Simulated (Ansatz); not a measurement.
Basis sets compared for tosylate, `Cc1ccc(S(=O)(=O)[O-])cc1`. The state is a singlet with charge -1. Geometry PBE-D4/def2-SVP. Ansatz on 4 threads of Arm Neoverse V1 on a shared host; times are rough, and most runs start from earlier orbitals.

```xyz
18

C     1.4294   -2.2677    1.3434
C     0.7056   -1.1200    0.6795
C    -0.6571   -1.2250    0.3282
C    -1.3210   -0.1764   -0.3241
C    -0.6360    1.0096   -0.6322
S    -1.5250    2.4188   -1.3978
O    -0.4648    3.1252   -2.1914
O    -2.5987    1.7648   -2.2179
O    -2.0250    3.1797   -0.2051
C     0.7220    1.1278   -0.2961
C     1.3808    0.0765    0.3567
H     2.2526   -1.9100    1.9962
H     0.7436   -2.8793    1.9657
H     1.8871   -2.9565    0.5975
H    -1.2047   -2.1524    0.5725
H    -2.3776   -0.2530   -0.6246
H     1.2414    2.0583   -0.5736
H     2.4476    0.1796    0.6230
```

```csv
level,functions,energy (Eh),HOMO (eV),LUMO (eV),wall time
PBE-D4/def2-SVPD,292,-893.6899,-1.15,1.89,6.5 s
PBE0-D4/def2-SVPD,292,-893.7226,-2.73,2.70,10 s
```

Question: Estimate the rows for PBE-D4/def2-TZVPD (with forces), PBE0-D4/def2-TZVPD.

Answer: 
| level | functions | energy (Eh) | HOMO (eV) | LUMO (eV) | wall time |
| --- | --- | --- | --- | --- | --- |
| PBE-D4/def2-TZVPD (with forces) | 488 | -894.3992 | -1.15 | 1.89 | 13 s |
| PBE0-D4/def2-TZVPD | 488 | -894.4321 | -2.70 | 2.52 | 30 s |
